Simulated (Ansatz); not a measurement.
A made-up structure of CH$_{3}$NTe, closed shell:

C1  (-0.239, -0.365, -1.017)
N2  (-0.443, 0.251, 0.065)
Te3  (0.996, 0.223, 1.507)
H4  (-1.029, -0.330, -1.772)
H5  (-1.216, 0.663, 0.587)
H6  (0.059, 1.159, 2.500)
(Å)

It is relaxed with PBE-D4/def2-SVP and then PBE0-D4/def2-TZVP (Ansatz 0.2.0). Atoms count as bonded within 1.22 times the sum of their covalent radii (H–H: 0.88 Å). The end point is not checked to be a true minimum.

Does its bonding change? (A judgement: the text doesn't fix the answer.)

The calculation gives: No: no bond forms or breaks.

Where it ends: The first stage lowers the energy by 0.44 eV in 10 steps. It ends as CH₃NTe ([CH][NH][TeH]):
```xyz
6
angstrom
C -0.1890 -0.3708 -1.0364
N -0.4330 0.2079 0.0849
Te 1.0467 0.2473 1.5415
H -1.0979 -0.2894 -1.6630
H -1.3051 0.6613 0.3607
H 0.1050 1.1443 2.5823
```

Labels in which every atom is bracketed show which atoms are joined, not bond orders.

For scale, one of the runs: PBE0-D4/def2-TZVP relaxation, 130 basis functions, launched by `ansatz run in.yaml --threads 2 --pin off --events-out ev --progress --plain --max-ram 4352MiB`. The run took about 18 s on 2 CPU threads of an Arm Neoverse V2 (shared host).
